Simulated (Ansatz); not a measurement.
Ansatz results at the PBE0-D4/def2-TZVP geometry: size of the dipole moment (PBE/def2-TZVPP) 3.79 D; HOMO energy (B3LYP/def2-TZVPP) -6.21 eV; HOMO energy (ωB97M-V/def2-TZVPP) -8.65 eV.

Each molecule was computed in one conformer, which needn't be the lowest.

**Question.** Which molecule gave them?
A. `F[CH]1[O][GeH2]1`
B. `B1COCS1`
C. `BCC(O)=S`
D. `[OH][GaH][CH2][SiH3]`

**Answer.** C. The others give `B1COCS1`: 0.84, -7.33, -9.78; `F[CH]1[O][GeH2]1`: 2.46, -7.08, -9.41; `[OH][GaH][CH2][SiH3]`: 1.85, -7.84, -10.23.

B3LYP here is the variant with VWN-RPA as its local correlation; programs differ in this.
